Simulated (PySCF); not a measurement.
## Working with the constants of IF

PBE0 constants of IF, ¹Σ⁺ (singlet), closed shell (basis I cc-pVTZ-PP with ECP28, F cc-pVTZ; scalar-relativistic core potentials; PySCF 2.14; masses 126.9045 and 18.9984 u):

| Quantity | Value |
| --- | --- |
| ωe | 637.9 cm⁻¹ |
| ωexe | 2.66 cm⁻¹ |
| Be | 0.27762 cm⁻¹ |
| αe | 0.00164 cm⁻¹ |
| D (centrifugal) | 2.1e-07 cm⁻¹ |
| De to I + F | 2.80 eV |

(1) Give the band origin of the fundamental and the first lines of its P and R branches.

(2) Near which J would the R branch turn back, without centrifugal distortion?

Measured values (Huber and Herzberg, Constants of Diatomic Molecules (1979)): ωe = 610.24 cm⁻¹, ωexe = 3.123 cm⁻¹, Be = 0.2797108 cm⁻¹, αe = 0.0018734 cm⁻¹.

These are scalar-relativistic numbers at best; spin–orbit coupling would shift them, the dissociation energy most.

## Answers

(1) ν0 = ωe − 2ωexe = 632.6 cm⁻¹, B0 = 0.27680, B1 = 0.27516 cm⁻¹.

```
J″  P(J″) − ν0  R(J″) − ν0
 0                   0.550
 1      -0.554       1.097
 2      -1.110       1.641
 3      -1.671       2.182
 4      -2.234       2.719
 5      -2.801       3.253
 6      -3.371       3.783
```

(2) At J ≈ (B0 + B1)/(2(B0 − B1)) − 1 ≈ 170.
